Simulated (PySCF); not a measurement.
Species: C₄H₉BNPSi.
Structure used (GFN2-xTB), in Å, numbered top down from 1:
```
atom  x, y, z in Å
B1     2.8069    0.7712    0.4725
P2     2.5721   -0.8290   -0.3905
Si3    0.6259   -1.6458    0.3167
N4    -0.6495   -0.4428    0.3213
C5    -0.5117    0.9224    0.3028
C6    -1.7379    1.5060    0.3643
C7    -2.6898    0.4579    0.4250
C8    -1.9947   -0.7098    0.3977
H9     2.7706    0.7779    1.6427
H10    3.1313    1.7267   -0.1175
H11    2.2458   -0.4569   -1.6790
H12    0.7981   -2.1439    1.6842
H13    0.2024   -2.6865   -0.6206
H14    0.4687    1.3620    0.2505
H15   -1.9489    2.5572    0.3648
H16   -3.7551    0.5690    0.4787
H17   -2.3409   -1.7236    0.4258
```

The closed-shell SCF was solved with PySCF and density fitting under several settings on one GFN2-xTB geometry (grid level 2 and gas phase unless stated).

| settings | basis functions | SCF cycles | E (Eh) | HOMO (eV) | LUMO (eV) | dipole (D) |
| --- | --- | --- | --- | --- | --- | --- |
| PBE0/pcSseg-1 | 195 | 14 | -867.6852 | -6.38 | -1.98 | 0.93 |
| PBE0/def2-SVPD | 240 | 14 | -867.3887 | -6.38 | -1.97 | 1.05 |

**Question.** Estimate the rows for these settings: (1) BLYP/IGLO-II, IEF-PCM acetone, fitting basis def2-universal-jkfit, damping 0.3 at the start, DIIS from the seventh cycle; (2) WP04/3-21G, fitting basis def2-qzvpp-jkfit.

**Answer.** 
```csv
settings,basis functions,SCF cycles,E (Eh),HOMO (eV),LUMO (eV),dipole (D)
"BLYP/IGLO-II, IEF-PCM acetone, fitting basis def2-universal-jkfit, damping 0.3 at the start, DIIS from the seventh cycle",256,18,-868.1992,-5.18,-2.49,1.80
"WP04/3-21G, fitting basis def2-qzvpp-jkfit",98,10,-876.3535,-7.26,-3.62,0.97
```

**Question.** Over all rows, what range does the HOMO–LUMO gap span?

**Answer.** From 2.69 eV (BLYP/IGLO-II, IEF-PCM acetone, fitting basis def2-universal-jkfit, damping 0.3 at the start, DIIS from the seventh cycle) to 4.41 eV (PBE0/def2-SVPD). The functional of the narrowest has no exact exchange, that of the widest 25 % exact exchange.

**Question.** And the dipole moment?

**Answer.** From 0.93 D (PBE0/pcSseg-1) to 1.80 D (BLYP/IGLO-II, IEF-PCM acetone, fitting basis def2-universal-jkfit, damping 0.3 at the start, DIIS from the seventh cycle); the largest is 1.94 times the smallest, and the median is 1.01 D.

**Question.** Compare two rows with the functional PBE0: PBE0/pcSseg-1 and PBE0/def2-SVPD. Which energy is lower, and by how much?

**Answer.** PBE0/pcSseg-1 (195 functions) lies 0.2965 Eh or 186 kcal/mol below PBE0/def2-SVPD (240 functions). The smaller set gives the lower energy; the two sets aren't nested, so the variational bound doesn't order them by size.

Whole jobs, the steps after the SCF included, on one thread, Arm Neoverse V1 (aarch64), shared host:

```csv
settings,work after the SCF,wall time,peak memory
PBE0/pcSseg-1,"shieldings, ring-centre shieldings, charges and field gradients, density and orbital grids written",44 s,0.89 GiB
PBE0/def2-SVPD,"6 singlets by full TDDFT, 2 Tamm–Dancoff triplets, polarisability, density and orbital grids written",52 s,1.0 GiB
"BLYP/IGLO-II, IEF-PCM acetone, fitting basis def2-universal-jkfit, damping 0.3 at the start, DIIS from the seventh cycle","spin–spin couplings from 17 perturbed nuclei, spin–dipole term for 4 of them",50 s,0.94 GiB
"WP04/3-21G, fitting basis def2-qzvpp-jkfit","shieldings, ring-centre shieldings",9.7 s,0.61 GiB
```

Cycle counts include a coarse-grid stage where the run had one. WP04 was designed for NMR shieldings or shifts; total energies of different functionals aren't comparable. One conformer (not necessarily the lowest) at the GFN2-xTB geometry, without vibrations or thermal averaging.
